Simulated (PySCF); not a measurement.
# Simulated absorption spectrum

Species: C₄H₇ClSi.
Bonds: C1–Si2, Si2–C3, C3–C4 (triple), C4–C5, C5–Cl6. Hydrogens: H7, H8, H9 on C1; H10, H11 on Si2; H12, H13 on C5.

Method: TDDFT CAM-B3LYP/def2-SVPD, vertical, gas phase, core orbitals frozen in the response in PySCF 2.14.0, density-fitted response routines. Geometry: GFN2-xTB; no solvent, vibrations or thermal averaging.

Computed states:

```tsv
state	E (eV)	f
S1	5.57	0.0000
S2	6.02	0.055
S3	6.37	0.0000
S4	6.75	0.0009
S5	6.82	0.0099
S6	7.47	0.0080
S7	7.50	0.049
S8	7.99	0.962
```

Each state is given a Gaussian of 0.5 eV full width at half maximum, with ε(max) = 2.175×10⁸ f / Δν̃ (Δν̃ the width in cm⁻¹). The width is an assumption, not a result. The curve ends short of the highest state used, and states not computed would add to its high-energy end.

Q: Give the broadened spectrum and its maxima.

A: 
(E (eV), ε (L mol⁻¹ cm⁻¹)): (4.82, 0), (4.88, 0), (4.94, 0), (5.00, 0), (5.06, 0), (5.12, 0), (5.18, 1), (5.24, 3), (5.30, 9), (5.36, 22), (5.42, 51), (5.48, 110), (5.54, 219), (5.60, 401), (5.66, 677), (5.72, 1056), (5.78, 1521), (5.84, 2022), (5.90, 2482), (5.96, 2814), (6.02, 2945), (6.08, 2846), (6.14, 2541), (6.20, 2099), (6.26, 1610), (6.32, 1157), (6.38, 799), (6.43, 593), (6.49, 454), (6.55, 414), (6.61, 441), (6.67, 500), (6.73, 559), (6.79, 597), (6.85, 606), (6.91, 595), (6.97, 592), (7.03, 635), (7.09, 769), (7.15, 1030), (7.21, 1442), (7.27, 2013), (7.33, 2758), (7.39, 3736)

Maxima: 206 nm (6.02 eV), ε about 2900, made up of S2 (100%); 181 nm (6.84 eV), ε about 610, made up of S5 (88%) (hardly more than a shoulder) (ε in L mol⁻¹ cm⁻¹; maxima over ε = 5, shares over 10%). At its high-energy end, 7.39 eV, the curve is still rising (ε about 3700, from S6, S7 and S8).

Q: Coming from long wavelengths, where does ε first pass 100 L mol⁻¹ cm⁻¹?

A: At about 227 nm (5.47 eV), 0.10 eV below S1.

Q: On this curve, what absorbance would a 10⁻⁵ mol/L sample give at 222 nm over a 1 cm path?

A: 222 nm is 5.585 eV, where ε is about 350 L mol⁻¹ cm⁻¹, so A = ε c l ≈ 0.0035 (Beer–Lambert, with the gas-phase spectrum and the assumed width).

Q: What would ε be at 6.02 eV, the highest of these maxima, with half the width (0.25 eV)?

A: About 5890 L mol⁻¹ cm⁻¹ against 2950, a factor of about 2.00; a lone state at its own centre would give exactly 2.
